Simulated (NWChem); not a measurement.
System: 1,4-dioxane (C$_{4}$H$_{8}$O$_{2}$); SMILES C1OCCOC1

Output (shortened):

```
             Northwest Computational Chemistry Package (NWChem) 7.3.0
             --------------------------------------------------------

                             Geometry "geometry" -> ""
                             -------------------------

 Output coordinates in angstroms (scale by  1.889725989 to convert to a.u.)

  No.       Tag          Charge          X              Y              Z
 ---- ---------------- ---------- -------------- -------------- --------------
    1 C                    6.0000     1.14189900     0.67244200    -0.34901900
    2 C                    6.0000     1.13628600    -0.68102600     0.34926400
    3 O                    8.0000    -0.00540600    -1.45748200    -0.00081500
    4 C                    6.0000    -1.14189900    -0.67244200    -0.34901900
    5 C                    6.0000    -1.13628600     0.68102600     0.34926400
    6 O                    8.0000     0.00540600     1.45748200    -0.00081500
    7 H                    1.0000     2.04764700     1.24831400    -0.06231500
    8 H                    1.0000     1.18769600     0.51434300    -1.45500200
    9 H                    1.0000     2.03807500    -1.26362700     0.06377300
   10 H                    1.0000     1.18180100    -0.52333200     1.45532200
   11 H                    1.0000    -1.18769600    -0.51434300    -1.45500200
   12 H                    1.0000    -2.04764700    -1.24831400    -0.06231500
   13 H                    1.0000    -2.03807500     1.26362700     0.06377300
   14 H                    1.0000    -1.18180100     0.52333200     1.45532200

 Effective nuclear repulsion energy (a.u.)     263.0799326870

  pbe96 is a nonlocal functional; adding pw91lda local functional.

                                 NWChem DFT Module
                                 -----------------

 Summary of "ao basis" -> "ao basis" (spherical)
 ------------------------------------------------------------------------------
       Tag                 Description            Shells   Functions and Types
 ---------------- ------------------------------  ------  ---------------------
 C                          def2-svp                 6       14   3s2p1d
 O                          def2-svp                 6       14   3s2p1d
 H                          def2-svp                 3        5   2s1p

 in cosmo_initialize ...
 calling solv_data for solv:dmso

 solvent parameters
 solvname_short: dmso
 solvname_long:  dimethylsulfoxide
 dielec:       46.8260
 dielecinf:     2.0079
 nonaqueous SMD model solvent descriptors
 dielec:       46.8260
 sola:          0.0000
 solb:          0.8800
 solc:          0.0000
 solg:         61.7800
 solh:          0.0000
 soln:          1.4170

          ---------------
          -cosmo- solvent
          ---------------
 Cosmo: York-Karplus, doi: 10.1021/jp992097l
 dielectric constant -eps-     =  46.83
 screen = (eps-1)/(eps    )    =   0.97864
 surface charge correction     = lagrangian

   van der Waals surface
 --------------------------

 ---------- ATOMIC COORDINATES (A.U.) ------------ VDWR(ANG.) --
     1    2.15787622    1.27073112   -0.65955027     1.850
     2    2.14726918   -1.28695253    0.66001326     1.850
     3   -0.01021586   -2.75424161   -0.00154013     2.294
     4   -2.15787622   -1.27073112   -0.65955027     1.850
     5   -2.14726918    1.28695253    0.66001326     1.850
     6    0.01021586    2.75424161   -0.00154013     2.294
     7    3.86949175    2.35897141   -0.11775827     1.200
     8    2.24442000    0.97196733   -2.74955509     1.200
     9    3.85140329   -2.38790878    0.12051350     1.200
    10    2.23328006   -0.98895408    2.75015981     1.200
    11   -2.24442000   -0.97196733   -2.74955509     1.200
    12   -3.86949175   -2.35897141   -0.11775827     1.200
    13   -3.85140329    2.38790878    0.12051350     1.200
    14   -2.23328006    0.98895408    2.75015981     1.200
 number of segments per atom =        128
 number of   points per atom =        128
 atom (   nspa,  nppa )
 ----------------------
    1 (     19,     0 )       0
    2 (     18,     0 )       0
    3 (     68,     0 )       0
    4 (     19,     0 )       0
    5 (     18,     0 )       0
    6 (     68,     0 )       0
    7 (     46,     0 )       0
    8 (     50,     0 )       0
    9 (     46,     0 )       0
   10 (     50,     0 )       0
   11 (     50,     0 )       0
   12 (     46,     0 )       0
   13 (     46,     0 )       0
   14 (     50,     0 )       0
 number of -cosmo- surface points =      594
 molecular surface =    132.648 angstrom**2
 molecular volume  =    121.226 angstrom**3
 -lineq- algorithm             =   0
 -bem- low  level              =   3
 -bem- from -octahedral-
 gaussian surface charge width =   4.50000
 degree of switching           =   1.00000
 switching function tolerance  =   0.00010
 atomic radii =
 --------------
    1  6.000  1.850
    2  6.000  1.850
    3  8.000  2.294
    4  6.000  1.850
    5  6.000  1.850
    6  8.000  2.294
    7  1.000  1.200
    8  1.000  1.200
    9  1.000  1.200
   10  1.000  1.200
   11  1.000  1.200
   12  1.000  1.200
   13  1.000  1.200
   14  1.000  1.200
 ...... end of -cosmo- initialization ......

 nat:                    14
 ixmem:                 10563
 calling mnsol_interface()
 G(SMD-CDS) energy (kcal/mol)  =    -0.956
 SMD-CDS SASA (angstrom**2)    =   148.193

            General Information
            -------------------
          SCF calculation type: DFT
          Wavefunction type:  closed shell.
          No. of atoms     :    14
          No. of electrons :    48
           Alpha electrons :    24
            Beta electrons :    24
          Charge           :     0
          Spin multiplicity:     1
          Use of symmetry is: off; symmetry adaption is: off
          Maximum number of iterations: 150
          AO basis - number of functions:   124
                     number of shells:    60
          Convergence on energy requested:  1.00D-06
          Convergence on density requested:  1.00D-05
          Convergence on gradient requested:  5.00D-04

              XC Information
              --------------
          PerdewBurkeErnzerhof Exchange Functional  1.000
            Perdew 1991 LDA Correlation Functional  1.000 local
           PerdewBurkeErnz. Correlation Functional  1.000 non-local

             Grid Information
             ----------------
          Grid used for XC integration:  medium
          Radial quadrature: Mura-Knowles
          Angular quadrature: Lebedev.
          Tag              B.-S. Rad. Rad. Pts. Rad. Cut. Ang. Pts.
          ---              ---------- --------- --------- ---------
          C                   0.70       49          10.0       434
          O                   0.60       49          10.0       434
          H                   0.35       45          12.0       434
          Grid pruning is: on
          Number of quadrature shells:   654
          Spatial weights used:  Erf1

      Superposition of Atomic Density Guess
      -------------------------------------

 Sum of atomic energies:        -303.87578192

      Non-variational initial energy
      ------------------------------

 Total energy =    -307.434691
 1-e energy   =    -934.527274
 2-e energy   =     364.012651
 HOMO         =      -0.295478
 LUMO         =       0.105746

   convergence    iter        energy       DeltaE   RMS-Dens  Diis-err
 ---------------- ----- ----------------- --------- --------- ---------
     COSMO gas phase
 d= 0,ls=0.0,diis     1   -306.9450368175 -5.70D+02  1.29D-02  9.27D-01
 d= 0,ls=0.0,diis     2   -306.8374281197  1.08D-01  7.65D-03  2.12D+00
 d= 0,ls=0.0,diis     3   -307.0393859929 -2.02D-01  1.83D-03  9.99D-02
 d= 0,ls=0.0,diis     4   -307.0466203325 -7.23D-03  9.28D-04  1.31D-02
 d= 0,ls=0.0,diis     5   -307.0480852826 -1.46D-03  1.87D-04  5.54D-04
  Resetting Diis
 d= 0,ls=0.0,diis     6   -307.0481597036 -7.44D-05  6.87D-06  5.53D-07
 d= 0,ls=0.0,diis     7   -307.0481597687 -6.51D-08  2.68D-06  3.55D-08

   convergence    iter        energy       DeltaE   RMS-Dens  Diis-err
 ---------------- ----- ----------------- --------- --------- ---------
     COSMO solvation phase
 d= 0,ls=0.0,diis     1   -307.0548149653 -6.66D-03  1.05D-03  1.72D-03
 d= 0,ls=0.0,diis     2   -307.0549884457 -1.73D-04  3.68D-04  2.17D-03
 d= 0,ls=0.0,diis     3   -307.0551965856 -2.08D-04  8.77D-05  3.81D-04
 d= 0,ls=0.0,diis     4   -307.0552270170 -3.04D-05  2.93D-05  1.74D-05
 d= 0,ls=0.0,diis     5   -307.0552286784 -1.66D-06  1.01D-05  2.85D-06
 d= 0,ls=0.0,diis     6   -307.0552290308 -3.52D-07  7.40D-07  1.24D-08

         Total DFT energy =     -307.055229030788
      One electron energy =     -939.156643598793
           Coulomb energy =      410.683524348312
    Exchange-Corr. energy =      -41.447935802734
 Nuclear repulsion energy =      263.079932686964

             COSMO energy =       -0.214106664536

 Numeric. integr. density =       47.999891184490

                                COSMO-SMD solvation results
                                ---------------------------

             internal energy in gas <Psi(g)|H|Psi(g)> =      -307.048159768650
         internal energy in solvent <Psi(s)|H|Psi(s)> =      -307.047701567694
                               delta internal energy  =         0.000458200956 (    0.29 kcal/mol)
   total free energy in solvent <Psi(s)|H+V/2|Psi(s)> =      -307.053705636546
 polarization energy contribution <Psi(s)|V/2|Psi(s)> =        -0.006004068852 (   -3.77 kcal/mol)
    total free energy in solvent including G(SMD-CDS) =      -307.055229030788
                       G(SMD-CDS) energy contribution =        -0.001523394242 (   -0.96 kcal/mol)
     1 M fixed-concentration free energy of solvation =        -0.007069262138 (   -4.44 kcal/mol)

                       DFT Final Molecular Orbital Analysis
                       ------------------------------------

 Vector   22  Occ=2.000000D+00  E=-2.358383D-01
              MO Center= -5.5D-08, -5.6D-08, -1.5D-04, r^2= 3.4D+00
   Bfn.  Coefficient  Atom+Function         Bfn.  Coefficient  Atom+Function
  ----- ------------  ---------------      ----- ------------  ---------------
    33      0.339720   3 O  py               75     -0.339720   6 O  py
    36      0.256728   3 O  py               78     -0.256728   6 O  py
     5      0.228535   1 C  py               19     -0.228685   2 C  py
    47     -0.228535   4 C  py               61      0.228685   5 C  py
    95      0.127971   9 H  s               115      0.127971  13 H  s

 Vector   23  Occ=2.000000D+00  E=-2.069709D-01
              MO Center=  9.2D-09,  4.5D-08, -6.4D-04, r^2= 3.3D+00
   Bfn.  Coefficient  Atom+Function         Bfn.  Coefficient  Atom+Function
  ----- ------------  ---------------      ----- ------------  ---------------
    34      0.385999   3 O  pz               76      0.385999   6 O  pz
    37      0.281747   3 O  pz               79      0.281747   6 O  pz
    32     -0.154554   3 O  px               74      0.154554   6 O  px
    35     -0.131066   3 O  px               77      0.131066   6 O  px
    90      0.115572   8 H  s               100     -0.115420  10 H  s

 Vector   24  Occ=2.000000D+00  E=-1.931740D-01
              MO Center=  6.9D-09, -3.9D-08, -4.2D-04, r^2= 3.3D+00
   Bfn.  Coefficient  Atom+Function         Bfn.  Coefficient  Atom+Function
  ----- ------------  ---------------      ----- ------------  ---------------
    34      0.368985   3 O  pz               76     -0.368985   6 O  pz
    37      0.282214   3 O  pz               79     -0.282214   6 O  pz
    90     -0.176100   8 H  s               100     -0.176175  10 H  s
   105      0.176100  11 H  s               120      0.176175  14 H  s
    91     -0.174206   8 H  s               101     -0.174211  10 H  s

 Vector   25  Occ=0.000000D+00  E= 4.131690D-02
              MO Center=  6.2D-08,  2.0D-09,  7.9D-04, r^2= 7.9D+00
   Bfn.  Coefficient  Atom+Function         Bfn.  Coefficient  Atom+Function
  ----- ------------  ---------------      ----- ------------  ---------------
     3      0.843049   1 C  s                17      0.844343   2 C  s
    45      0.843049   4 C  s                59      0.844343   5 C  s
    91     -0.649885   8 H  s               101     -0.649859  10 H  s
   106     -0.649885  11 H  s               121     -0.649859  14 H  s
    86     -0.631375   7 H  s                96     -0.631638   9 H  s

 Vector   26  Occ=0.000000D+00  E= 6.719426D-02
              MO Center=  2.4D-08,  1.3D-08,  1.4D-02, r^2= 3.9D+00
   Bfn.  Coefficient  Atom+Function         Bfn.  Coefficient  Atom+Function
  ----- ------------  ---------------      ----- ------------  ---------------
    31      0.796663   3 O  s                73      0.796663   6 O  s
    17     -0.425357   2 C  s                59     -0.425357   5 C  s
     3     -0.393209   1 C  s                45     -0.393209   4 C  s
    21      0.348046   2 C  px               63     -0.348046   5 C  px
     7      0.345259   1 C  px               49     -0.345258   4 C  px

 Vector   27  Occ=0.000000D+00  E= 6.887164D-02
              MO Center= -1.2D-08,  3.9D-10, -1.4D-02, r^2= 6.8D+00
   Bfn.  Coefficient  Atom+Function         Bfn.  Coefficient  Atom+Function
  ----- ------------  ---------------      ----- ------------  ---------------
     3      1.116359   1 C  s                45      1.116359   4 C  s
    17     -1.104354   2 C  s                59     -1.104354   5 C  s
    91     -0.985915   8 H  s               106     -0.985915  11 H  s
   101      0.977729  10 H  s               121      0.977729  14 H  s
    22     -0.327113   2 C  py               64      0.327113   5 C  py

     Multipole analysis of the density
     ---------------------------------

     L   x y z        total         alpha         beta         nuclear
     -   - - -        -----         -----         ----         -------
     0   0 0 0     -0.000000    -24.000000    -24.000000     48.000000

     1   1 0 0      0.000000      0.000000      0.000000      0.000000
     1   0 1 0      0.000000      0.000000      0.000000      0.000000
     1   0 0 1      0.001687      0.007026      0.007026     -0.012366

     2   2 0 0    -22.690677   -106.780577   -106.780577    190.870476
     2   1 1 0     -0.037341     -0.019760     -0.019760      0.002179
     2   1 0 1     -0.000000     -0.000000     -0.000000      0.000000
     2   0 2 0    -32.572831   -109.788822   -109.788822    187.004813
     2   0 1 1     -0.000000     -0.000000     -0.000000      0.000000
     2   0 0 2    -26.859993    -33.805583    -33.805583     40.751172
```

Level: PBE/def2-SVP, SMD on the gas-phase geometry. Structure relaxed at the PBE-D3(BJ)/def2-SVP level. Solvent: dimethyl sulfoxide.

Problem. Write an input that gives this output.

Solution. This is not unique; one that fits is the input that was run:
```
start job
memory heap 200 mb stack 900 mb global 1100 mb
geometry units angstroms noautosym nocenter noautoz
  C      1.141899     0.672442    -0.349019
  C      1.136286    -0.681026     0.349264
  O     -0.005406    -1.457482    -0.000815
  C     -1.141899    -0.672442    -0.349019
  C     -1.136286     0.681026     0.349264
  O      0.005406     1.457482    -0.000815
  H      2.047647     1.248314    -0.062315
  H      1.187696     0.514343    -1.455002
  H      2.038075    -1.263627     0.063773
  H      1.181801    -0.523332     1.455322
  H     -1.187696    -0.514343    -1.455002
  H     -2.047647    -1.248314    -0.062315
  H     -2.038075     1.263627     0.063773
  H     -1.181801     0.523332     1.455322
end
basis spherical
  * library def2-svp
end
dft
  xc xpbe96 cpbe96
  iterations 150
end
cosmo
  do_cosmo_smd true
  solvent dmso
end
task dft energy
```
